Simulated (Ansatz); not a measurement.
Born–Oppenheimer molecular dynamics of BClH₇NSi (11 atoms, charge 0, multiplicity 1). It starts at the highest image of a converged band. Of that band: Beside the main top the profile has a ripple of under 15 meV (maxima at images 2, 5), which may be a very shallow well or noise. A vibrational analysis at the climbing image gives one clearly imaginary mode, 1085i cm⁻¹: a first-order saddle point.

Level of theory: RKS B3LYP-D4/def2-SVP in Ansatz.

```
ensemble                      : NVE (velocity Verlet)
time step                     : 0.5 fs
steps asked                   : 200
starting velocities drawn for : 100 K
seed                          : 11525
```

First frame:

```xyz
11
Properties=species:S:1:pos:R:3
B 0.136 -0.646 -0.041
Cl -0.623 1.111 1.454
H 1.269 -0.296 -0.226
H -0.698 -0.617 -0.903
N -0.105 -1.563 1.136
H -0.965 -2.109 1.067
Si 1.258 -2.364 1.975
H 1.941 -3.328 1.070
H 2.192 -1.292 2.397
H 0.693 -3.087 3.146
H -0.458 -0.389 1.690
```

(1) How far do the bonds stretch over the last three quarters of this one trajectory? (Pairs bonded in most of those frames.)

## Answers

(1) 
```
   bond  mean (Å)  spread (Å)  shortest  longest
  B1–H3     1.209       0.012      1.19     1.23
  B1–H4     1.207       0.013      1.18     1.23
  B1–N5     1.411       0.020      1.37     1.44
Cl2–H11     1.291       0.006      1.28     1.31
  N5–H6     1.018       0.015      1.00     1.04
 N5–Si7     1.765       0.041      1.71     1.84
 Si7–H8     1.491       0.005      1.48     1.50
 Si7–H9     1.489       0.004      1.48     1.50
Si7–H10     1.493       0.017      1.47     1.52
```

Mean temperature of the second half: 501 K. The conserved energy stayed within 0.043 meV per atom of its start (net change 0.04 meV per atom), so the integration is sound. The kinetic energy rose, since the run started high on the potential surface and went downhill. It ends in pieces (BH6NSi + ClH), so much of that is their flight and rotation, not heat. A run of 0.1 ps of so small a system gives no equilibrium averages. The orbitals stay closed-shell, which can raise the energy where a bond breaks towards radicals; this wasn't checked here.

Time of the run: 7 min on 2 threads of Arm Neoverse V2 (shared host), peak memory 0.21 GiB.
